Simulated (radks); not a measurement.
The numbers below are computed, except where a source is named.
Question: These are the eigenvalues of the occupied orbitals of an atom or ion with whole-number occupations (Ry). Code: a radial shooting solver on a logarithmic mesh with Libxc functionals. Model: Dirac Kohn-Sham, PBE, spin-unpolarised, spherical densities, finite nucleus; Fermi nuclear charge, rms radius of each element as measured or else 0.836 A^(1/3) + 0.57 fm.

1s1/2: -1995.999
2s1/2: -403.4291
2p1/2: -385.6376
2p3/2: -372.3808
3s1/2: -156.4339
3p1/2: -150.1365

Which element is it, and in what charge state? The configuration may be excited. Open shells, if any, fill j = l - 1/2 first.

Answer: Z = 47, silver, charge +33: Ag33+ in [Ne] 3s2 3p2. The list shows which subshells hold electrons but not how many an open one holds; the 1s level, -998 hartree, gives Z - s = 44.7 by -(Z - s)^2/2, which with screening and relativity narrows Z to a few neighbours, and the depths of the outer levels then fix element, charge and occupations together.
